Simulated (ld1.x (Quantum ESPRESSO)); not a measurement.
**sulfur: excitation energies, all-electron against TM**

- Element: S (Z = 16)
- Generator: ld1.x (Quantum ESPRESSO) 7.5
- Type: norm-conserving Troullier–Martins (Kleinman–Bylander form)
- Functional: PBE
- Relativity: scalar-relativistic
- Frozen core: [He]
- Valence charge: 14
- Reference configuration: 2s2 2p6 3s2 3p4
- Partial waves: 2s (bound): rc 0.60 bohr; 3d channel at 0.5 Ry: rc 0.55 bohr; 2p (bound): rc 0.35 bohr
- Local potential: the p channel
- Core correction: none

Occupied shells without a wave of their own: 3p, 3s. They enter only through the test configuration that unscreens the potential.

Energies are relative to the spin-unpolarised reference configuration 2s2 2p6 3s2 3p4; without spin polarisation the order of configurations can differ from experiment. The frozen-core shift is the all-electron ΔE with the core orbitals held at their reference shape minus the fully relaxed ΔE.

```tsv
valence configuration	charge	ΔE all-electron (eV)	error AE − PS (meV)	frozen-core shift (meV)
2s2 2p6 3s2 3p3	+1	11.769	+19	0.0
2s2 2p6 3s2 3p2	+2	34.053	+47	0.0
2s2 2p6 3s2 3p1	+3	68.094	+87	0.0
2s2 2p6 3s2 3p4.3	-0.3	-1.709	-4.4	0.0
2s2 2p5 3s2 3p4	+1	173.684	+66	+1.4
2s2 2p6 3s1 3p4	+1	22.648	-272	0.0
2s2 2p6 3s2 3p0	+4	114.891	+149	+0.1
```

The 3p, 3s levels have no wave, so the channel is fitted at the deeper level alone: the likely source of the large errors.

A Bessel basis up to 400 Ry misses an occupied level by 0.41 Ry, so cutoffs and ghosts were not judged.
